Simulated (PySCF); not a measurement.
H₅Cl₂NSi₂, SMILES Cl[SiH2]N[SiH2]Cl at its CAM-B3LYP/def2-SVP optimised geometry (Å):

```
10

Si    -1.5956    -0.6252     0.0000
Cl    -2.3742     1.2967     0.0000
N      0.1331    -0.6252     0.0000
Si     1.2200    -0.8831     1.3192
Cl     2.0042    -2.8028     1.3181
H     -2.1022    -1.2803    -1.2275
H     -2.0535    -1.2967     1.2362
H      0.5716    -0.4476    -0.9018
H      2.3742     0.0385     1.2129
H      0.4622    -0.7066     2.5774
```

Level of theory: CAM-B3LYP/def2-TZVP run with PySCF. Cells within 0.4 Å of a nucleus heavier than hydrogen are left out (blank, or x).

Map of the deformation density (molecule minus spherical neutral atoms) (e/bohr³) on the plane z = 1.2 Å:

```
|111111111111111111111111111|
|111111111111111111111111111|
|111111111111111111111111111|
|111111111111111111111111111|
|111111111111111111111111111|
|111111111111111111111111111|
|111111111111111111111111111|
|111111111111111111111111111|
|111112222111111111111111111|
|111122222111111111111111111|
|111112221111111111111111111|
|111111111111111111111111111|
|111111111111111101243111111|
|111111111111111001589211111|
|111111121111111002586211111|
|1111112432111111xx343211111|
|1111123763111100xx111111111|
|111111385211100002211111111|
|111111122211110013432111111|
|111111111111111124432211111|
|111111111111111122222221111|
|111111111111111122xx3221111|
|1111111111111112233x2211111|
|111111111111111222211111111|
|111111111111111121111111111|
|111111111111111111111111111|
|111111111111111111111111111|
```
Scale: ten equal steps from -0.020 (start of '0') to 0.084 (end of '9'), in the order '0123456789'; x runs from -4.50 to 4.50, y from -4.50 (bottom) to 4.50 (top).
